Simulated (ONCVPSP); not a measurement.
**Before and after: ONCV potential for P (Z = 15)**

```
Element                 : P
Generator               : ONCVPSP 4.0.1
Type                    : optimised norm-conserving Vanderbilt (ONCV)
Functional              : PBE
Relativity              : non-relativistic
Frozen core             : [Ne]
Valence charge          : 5
Reference configuration : 3s2 3p3
Partial waves           : 3s: rc 1.60 bohr, ncon 5, nbas 9, qcut 3.5 1/bohr, 3 projectors, debl 2.1 Ha; 3p: rc 1.70 bohr, ncon 5, nbas 8, qcut 5.3 1/bohr, 2 projectors, debl 3.2 Ha; d scattering state at 0.03 Ha: rc 1.60 bohr, ncon 4, nbas 8, qcut 7 1/bohr, local
Local potential         : the d channel
Core correction         : none
```

Change: s: nbas 10.

Cutoffs: the cutoffs (Ha) at which the residual kinetic energy of the hardest occupied pseudo-wave falls to 1 and 0.1 mHa per electron; they do not see the model core or the augmentation charge, which bear on the density cutoff. Errors are all-electron minus pseudo energies relative to the spin-unpolarised reference configuration.

Task: What does the change do?

Result: The potential gets harder (34 Ha and 77 Ha → 35 Ha and 105 Ha); both files keep a bound ghost (s); of the 4 tests that both files solve, the error grows in 1 and shrinks in 0 by more than 15 % and 0.3 meV (median size 25.0 → 27.6 meV).

```tsv
quantity	base	changed
cutoff, loose	34 Ha	35 Ha
cutoff, tight	77 Ha	105 Ha
loose cutoff by channel	s 34 Ha, p 4.8 Ha	s 35 Ha, p 4.8 Ha
bound ghosts	s	s
GHOST(+) flags under 300 eV	s at 211.0 eV	s at 210.0 eV
error for 3s2 3p2, meV [ΔE 9.74 eV]	+0.3	+0.5
error for 3s2 3p1, meV [ΔE 28.90 eV]	+7.0	+8.1
error for 3s2 3p0, meV [ΔE 58.65 eV]	+43	+47
error for 3s1 3p0, meV [ΔE 110.53 eV]	+197	+197
s: phases at 1.62 bohr within 0.05 rad from the reference energy up to (Ha; the scan ends near 5)	to the end of the scan	to the end of the scan
p: phases at 1.73 bohr within 0.05 rad from the reference energy up to (Ha; the scan ends near 5)	4.5	4.5
d: phases at 1.62 bohr within 0.05 rad from the reference energy up to (Ha; the scan ends near 5)	3.4	3.4
```

 A true bound ghost makes a file unfit for plane-wave use even where its test errors are small: the radial tests pick states by their node count and pass the ghost by.
